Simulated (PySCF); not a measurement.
Two species compared at the same levels of theory.

First species: C₃H₉N.
InChI=1S/C3H9N/c1-4(2)3/h1-3H3

Second species: monofluorogermane, FGeH3.
Numbering: `[F:1][GeH3:2]` (hydrogens: H3, H4, H5 on Ge2)

Cartesian coordinates in Å at the PBE0-D3(BJ)/def2-TZVP level; atoms count from 1:
```xyz
5
FGeH3 angstrom
F      1.8891    0.1699    0.0275
Ge     0.1858    0.3896   -0.2631
H     -0.5295   -0.0369    1.0241
H     -0.0079    1.8781   -0.5749
H     -0.1662   -0.5096   -1.4539
```

Levels: CAM-B3LYP/aug-cc-pVTZ for dipole moment, HOMO energy, LUMO energy, HOMO–LUMO gap, static isotropic polarisability and electronic spatial extent ⟨r²⟩ about the centre of nuclear charge; TDDFT CAM-B3LYP/aug-cc-pVTZ for lowest singlet excitation; TDA CAM-B3LYP/aug-cc-pVTZ for lowest triplet excitation (Tamm–Dancoff). Geometries: PBE0-D3(BJ)/def2-TZVP. Each structure is a single optimised conformer of the isolated species, non-relativistic unless stated; the electronic structure was computed with PySCF and density fitting.

Problem. Which has the higher ⟨r²⟩?

Solution. The first: 321 bohr² against 162 bohr², a difference of 159 bohr².

Problem. Which of the two has the higher LUMO energy, and by how much?

Solution. The first: 0.26 eV against 0.09 eV, a difference of 0.17 eV.

Problem. Which has the higher HOMO–LUMO gap?

Solution. The second: 11.25 eV against 7.84 eV, a difference of 3.41 eV.

Problem. Which of the two has the higher HOMO energy, and by how much?

Solution. The first: -7.58 eV against -11.16 eV, a difference of 3.58 eV.

Problem. Which has the higher T1 energy?

Solution. The second: 7.26 eV against 5.27 eV, a difference of 1.99 eV.

Problem. Which of the two has the higher S1 energy, and by how much?

Solution. The second: 7.70 eV against 5.39 eV, a difference of 2.31 eV.

Problem. Which has the higher dipole moment?

Solution. The second: 2.25 D against 0.57 D, a difference of 1.68 D.

Problem. Which has the higher static isotropic polarisability?

Solution. The first: 51.0 au against 32.3 au, a difference of 18.7 au.

On the first: The dipole equals about 1.9 × 10⁻³⁰ C·m (1 D = 3.33564 × 10⁻³⁰ C·m). A dipole of 0.57 D is allowed in C3v, and pure rotational transitions are dipole-allowed. Geometry: PBE0-D3(BJ)/def2-TZVP; no solvent, vibrations or thermal averaging.

On the second: A dipole of 2.25 D is allowed in C3v, and pure rotational transitions are dipole-allowed. S1 lies 3.55 eV below the HOMO–LUMO gap. Geometry: PBE0-D3(BJ)/def2-TZVP; no solvent, vibrations or thermal averaging. Relativistic effects, spin–orbit coupling among them, are left out although an element past zinc is present.
